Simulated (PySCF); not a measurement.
Energy of Al+ (aluminium, charge +1) between two integer charges

The 3s beta orbital of [Ne] 3s2 is emptied in steps (occupation f), with all orbitals relaxed, ending at [Ne] 3s1. Calculation: PySCF 2.14, in aug-cc-pV(D+d)Z; the non-relativistic Hamiltonian (point nucleus). The exact energy is a straight line in f; departures are measured from the line between the end points of the same method.

```json
{"f": "1", "UHF (eV)": "0.000", "LDA (eV)": "0.000", "PBE (eV)": "0.000", "PBE0 (eV)": "0.000", "r2SCAN (eV)": "0.000", "LC-wPBE (eV)": "0.000", "BHandHLYP (eV)": "0.000", "MN15 (eV)": "0.000", "CAM-B3LYP (eV)": "0.000"}
{"f": "0.8", "UHF (eV)": "0.032", "LDA (eV)": "-0.638", "PBE (eV)": "-0.636", "PBE0 (eV)": "-0.468", "r2SCAN (eV)": "-0.542", "LC-wPBE (eV)": "-0.051", "BHandHLYP (eV)": "-0.341", "MN15 (eV)": "-0.409", "CAM-B3LYP (eV)": "-0.296"}
{"f": "0.6", "UHF (eV)": "0.045", "LDA (eV)": "-0.951", "PBE (eV)": "-0.953", "PBE0 (eV)": "-0.700", "r2SCAN (eV)": "-0.790", "LC-wPBE (eV)": "-0.079", "BHandHLYP (eV)": "-0.519", "MN15 (eV)": "-0.606", "CAM-B3LYP (eV)": "-0.451"}
{"f": "0.4", "UHF (eV)": "0.043", "LDA (eV)": "-0.943", "PBE (eV)": "-0.951", "PBE0 (eV)": "-0.698", "r2SCAN (eV)": "-0.763", "LC-wPBE (eV)": "-0.087", "BHandHLYP (eV)": "-0.529", "MN15 (eV)": "-0.575", "CAM-B3LYP (eV)": "-0.460"}
{"f": "0.2", "UHF (eV)": "0.028", "LDA (eV)": "-0.621", "PBE (eV)": "-0.630", "PBE0 (eV)": "-0.461", "r2SCAN (eV)": "-0.483", "LC-wPBE (eV)": "-0.069", "BHandHLYP (eV)": "-0.362", "MN15 (eV)": "-0.307", "CAM-B3LYP (eV)": "-0.316"}
{"f": "0", "UHF (eV)": "0.000", "LDA (eV)": "0.000", "PBE (eV)": "0.000", "PBE0 (eV)": "0.000", "r2SCAN (eV)": "0.000", "LC-wPBE (eV)": "0.000", "BHandHLYP (eV)": "0.000", "MN15 (eV)": "0.000", "CAM-B3LYP (eV)": "0.000"}
```

Task: For PBE, how does the orbital energy at f = 1 compare with the removal energy?

Result: −ε = 14.825 eV against a total-energy difference of 18.801 eV. By Janak's theorem ε = ∂E/∂f, so the gap between them reflects the curvature. Along the path −ε is 16.419 (f = 0.8), 18.013 (f = 0.6), 19.604 (f = 0.4), 21.214 (f = 0.2) eV.

```tsv
method	E(f=0) − E(f=1) (eV)	−ε at f=1 (eV)	−ε at f=0.4 (eV)
UHF	17.547	17.755	17.502
LDA	18.921	14.924	19.755
PBE	18.801	14.825	19.604
PBE0	18.695	15.765	19.292
r2SCAN	18.410	14.954	19.219
LC-wPBE	18.643	18.330	18.652
BHandHLYP	18.729	16.619	19.109
MN15	18.649	16.088	19.406
CAM-B3LYP	18.941	17.107	19.267
```

As f goes to zero the orbital energy of a semilocal functional can turn back, because the density of that orbital vanishes from the exchange-correlation potential.

Reference removal energy between the ground levels: 18.829 eV (measured; NIST Atomic Spectra Database, ionization energies). UHF lacks correlation.
